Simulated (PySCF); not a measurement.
`[BH2][SbH][CH2]C`, C₂H₈BSb: coupling constants with relativity

Geometry:
```json
{"atom": "B1", "x (Å)": "2.684", "y (Å)": "-0.066", "z (Å)": "-0.132"}
{"atom": "Sb2", "x (Å)": "0.900", "y (Å)": "0.689", "z (Å)": "0.914"}
{"atom": "C3", "x (Å)": "-0.646", "y (Å)": "0.083", "z (Å)": "-0.516"}
{"atom": "C4", "x (Å)": "-2.047", "y (Å)": "0.192", "z (Å)": "0.057"}
{"atom": "H5", "x (Å)": "2.796", "y (Å)": "0.096", "z (Å)": "-1.325"}
{"atom": "H6", "x (Å)": "3.613", "y (Å)": "-0.516", "z (Å)": "0.493"}
{"atom": "H7", "x (Å)": "0.726", "y (Å)": "-0.645", "z (Å)": "1.975"}
{"atom": "H8", "x (Å)": "-0.422", "y (Å)": "-0.941", "z (Å)": "-0.847"}
{"atom": "H9", "x (Å)": "-0.510", "y (Å)": "0.746", "z (Å)": "-1.385"}
{"atom": "H10", "x (Å)": "-2.281", "y (Å)": "1.219", "z (Å)": "0.379"}
{"atom": "H11", "x (Å)": "-2.804", "y (Å)": "-0.100", "z (Å)": "-0.690"}
{"atom": "H12", "x (Å)": "-2.184", "y (Å)": "-0.464", "z (Å)": "0.931"}
```

Level of theory for the indirect couplings: PBE0/pcJ-1 (dyall-v2z on Sb), gas phase, Gaussian nuclear model, structure from PBE0-D3(BJ)/def2-SVP (PySCF integrals, density fitting).

Non-relativistic values:
```csv
coupling,atoms,J (Hz)
"1J(121Sb,11B)",Sb2 – B1,9.0
"1J(121Sb,13C)",Sb2 – C3,-46.5
"1J(121Sb,1H)",Sb2 – H7,168.8
"2J(121Sb,13C)",Sb2 – C4,18.9
"2J(121Sb,1H)",Sb2 – H5/H6,-2.3
"2J(121Sb,1H)",Sb2 – H8/H9,5.0
"3J(121Sb,1H)",Sb2 – H10/H11/H12,31.9
```

What do two-component X2C with spin–orbit coupling give?

Results:


```json
{"coupling": "1J(121Sb,11B)", "atoms": "Sb2 – B1", "with spin–orbit (Hz)": "-91.8"}
{"coupling": "1J(121Sb,13C)", "atoms": "Sb2 – C3", "with spin–orbit (Hz)": "-116.7"}
{"coupling": "1J(121Sb,1H)", "atoms": "Sb2 – H7", "with spin–orbit (Hz)": "3.4"}
{"coupling": "2J(121Sb,13C)", "atoms": "Sb2 – C4", "with spin–orbit (Hz)": "28.6"}
{"coupling": "2J(121Sb,1H)", "atoms": "Sb2 – H5/H6", "with spin–orbit (Hz)": "1.1"}
{"coupling": "2J(121Sb,1H)", "atoms": "Sb2 – H8/H9", "with spin–orbit (Hz)": "18.8"}
{"coupling": "3J(121Sb,1H)", "atoms": "Sb2 – H10/H11/H12", "with spin–orbit (Hz)": "35.5"}
```

The largest listed coupling, 1J(121Sb,13C), ends at 2.51 times its non-relativistic value. Equivalent partners are averaged, as under fast rotation. In the static structure 2J(121Sb,1H) spreads over 2.9, -0.7 Hz. In the static structure 2J(121Sb,1H) spreads over -13.5, 51.1 Hz. Couplings to strongly quadrupolar nuclei (121Sb) are seldom resolved in solution.
